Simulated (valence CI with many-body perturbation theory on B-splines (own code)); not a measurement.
# Cs XLII: calculated level list

Computed by configuration interaction combined with many-body perturbation theory (CI+MBPT): four valence electrons over a frozen Dirac-Fock core [Ne], a basis of 11 s, 11 p, 9 d, 7 f, 5 g, 2 h, 1 i functions for each j, with the one-electron correlation potential Σ1 (screened to all orders), the two-electron term Σ2, the three-electron term Σ3, Breit, model QED; selected single and double excitations, second order for the rest (own B-spline code, finite nucleus).

The last digits are not significant, and no measured levels were compared; by estimate large intervals hold to a few tenths of a per cent, small ones and those within an open d or f shell to about a per cent.

Levels 46 to 63 of 63, with energies above the lowest level, (3s^2 3p1/2^2) J=0. "Leading %" is the weight of the configuration and term that name the level; weights of strongly mixed levels are sums over their largest components and can fall short. In the jj column 3d3/2^4 stands for four electrons in 3d with j = 3/2. Lifetimes count E1, E2, E3, M1 and M2 decay at the calculated energies, and are blank where another channel may lead or the interval is too uncertain; long ones can be off by a factor of two.

```
No.  Configuration  Term  J  E (eV)  Leading %   Second component      g  Lifetime                   Leading jj
 46      3s 3p2 3d    1P  1  443.39         22  16 % 3s 3p2 3d 3P  1.221   4.54 ps  3s 3p1/2 3p3/2 3d5/2 (59 %)
 47      3s 3p2 3d    3G  3  444.85         55  25 % 3s 3p2 3d 1F  0.887   3.81 ps  3s 3p1/2 3p3/2 3d3/2 (96 %)
 48      3s 3p2 3d    3F  3  449.69         34  30 % 3s 3p2 3d 5D  1.256   7.99 ps  3s 3p1/2 3p3/2 3d5/2 (80 %)
 49      3s 3p2 3d    3D  1  450.99         54  21 % 3s 3p2 3d 3P  0.861   3.20 ps  3s 3p1/2 3p3/2 3d3/2 (63 %)
 50      3s 3p2 3d    1D  2  457.80         26  12 % 3s 3p2 3d 3D  1.205   4.63 ps  3s 3p1/2 3p3/2 3d5/2 (68 %)
 51      3s 3p2 3d    1G  4  458.86         46  30 % 3s 3p2 3d 3F  1.148   13.4 ps  3s 3p1/2 3p3/2 3d5/2 (75 %)
 52      3s 3p2 3d    3D  3  459.66         56  25 % 3s 3p2 3d 3F  1.240   3.67 ps  3s 3p1/2 3p3/2 3d5/2 (70 %)
 53      3s 3p2 3d    3D  1  462.14         45  21 % 3s 3p2 3d 3P  0.964   1.49 ps  3s 3p1/2 3p3/2 3d3/2 (82 %)
 54      3s 3p2 3d    3P  0  463.08         77    16 % 3s2 3d2 3P          2.56 ps  3s 3p1/2 3p3/2 3d3/2 (58 %)
 55      3s 3p2 3d    3F  2  466.80         34  10 % 3s 3p2 3d 1D  0.915   1.51 ps  3s 3p1/2 3p3/2 3d3/2 (70 %)
 56      3s 3p2 3d    3D  3  467.60         33  23 % 3s 3p2 3d 3F  1.158   3.93 ps  3s 3p1/2 3p3/2 3d5/2 (86 %)
 57      3s 3p2 3d    3G  4  467.92         48  34 % 3s 3p2 3d 3F  1.123   5.25 ps  3s 3p1/2 3p3/2 3d5/2 (88 %)
 58      3s 3p2 3d    3D  1  470.05         57  18 % 3s 3p2 3d 1P  0.757   6.50 ps  3s 3p1/2 3p3/2 3d5/2 (87 %)
 59      3s 3p2 3d    3P  1  478.65         40  27 % 3s 3p2 3d 3S  1.422   4.08 ps  3s 3p1/2 3p3/2 3d5/2 (86 %)
 60      3s 3p2 3d    3F  3  479.95         35  30 % 3s 3p2 3d 1F  1.093   2.76 ps  3s 3p1/2 3p3/2 3d5/2 (80 %)
 61      3s 3p2 3d    3D  2  480.39         31  13 % 3s 3p2 3d 3P  1.173   3.56 ps  3s 3p1/2 3p3/2 3d5/2 (78 %)
 62      3s 3p2 3d    3P  0  482.69         40  29 % 3s 3p2 3d 1S          2.39 ps  3s 3p1/2 3p3/2 3d5/2 (56 %)
 63      3s 3p2 3d    3D  2  486.41         37  24 % 3s 3p2 3d 3P  1.172   1.86 ps  3s 3p1/2 3p3/2 3d5/2 (80 %)
```
